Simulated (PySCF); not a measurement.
C₈H₁₁BO.
Cartesian coordinates in Å at the PBE0-D3(BJ)/def2-SVP level; atoms count from 1:
```
atom  x, y, z in Å
C1     2.3689    1.4525    0.1022
C2     2.3331    0.1592   -0.2355
C3     1.3197   -0.4740   -1.1473
B4     0.1872   -0.9283   -0.1371
C5     0.3078   -2.2847    0.6492
C6    -1.0184    0.0016    0.0892
C7    -2.0946   -0.0444    0.9528
C8    -2.8848    1.1106    0.7198
C9    -2.2397    1.7908   -0.2785
O10   -1.1370    1.1476   -0.6590
H11    3.1140    1.8373    0.8031
H12    1.6524    2.1676   -0.3146
H13    3.0587   -0.5205    0.2294
H14    1.7673   -1.3273   -1.6803
H15    0.9472    0.2584   -1.8776
H16   -0.3688   -2.3936    1.5090
H17    1.3401   -2.4704    0.9871
H18    0.0756   -3.1017   -0.0593
H19   -2.2837   -0.8317    1.6802
H20   -3.8059    1.4068    1.2169
H21   -2.4599    2.7241   -0.7932
```

Computed at PBE0/pcSseg-1 (PySCF, non-relativistic), with Q(11B) = 0.04059 b, Q(17O) = −0.0256 b: B4, 11B (I = 3/2): χzz = 5.008 MHz, η = 0.088; O10, 17O (I = 5/2): χzz = -8.333 MHz, η = 0.104.

Task: Find the zero-field quadrupole resonance frequencies of 11B at B4.

Result: From ν = (|χ|/2)√(1 + η²/3): ν = 2.507 MHz (three-coordinate boron).

Task: Find the zero-field quadrupole resonance frequencies of 17O at O10.

Result: From the eigenvalues of H = χ/[4I(2I − 1)] × [3Iz² − I(I + 1) + η(Ix² − Iy²)], steps between neighbouring levels, labelled as for η = 0: ±1/2↔±3/2 1.265 MHz, ±3/2↔±5/2 2.494 MHz (furan-type oxygen).

In a crystal, neighbours and librations shift these lines. Isolated species at its PBE0-D3(BJ)/def2-SVP geometry (one conformer only). With a basis this small, the couplings can be 20 % off.
